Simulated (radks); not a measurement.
The numbers below are computed, except where a source is named.
Task: These are the eigenvalues of the occupied orbitals of an atom or ion with whole-number occupations (eV). Level of theory: Dirac Kohn-Sham, PBE, spin-unpolarised, spherical densities, finite nucleus; Fermi nuclear charge, rms radius of each element as measured or else 0.836 A^(1/3) + 0.57 fm (a radial shooting solver on a logarithmic mesh with Libxc functionals).

1s1/2: -132.2822

Which element is it, and in what charge state? The configuration may be excited. Open shells, if any, are shared by 2j + 1.

Result: Z = 4, beryllium, charge +2: Be2+ in [He]. The 1s level, -4.8613 hartree, gives Z - s = 3.1 by -(Z - s)^2/2, which with screening and relativity narrows Z to a few neighbours, and the depths must fix Z and the occupations together.
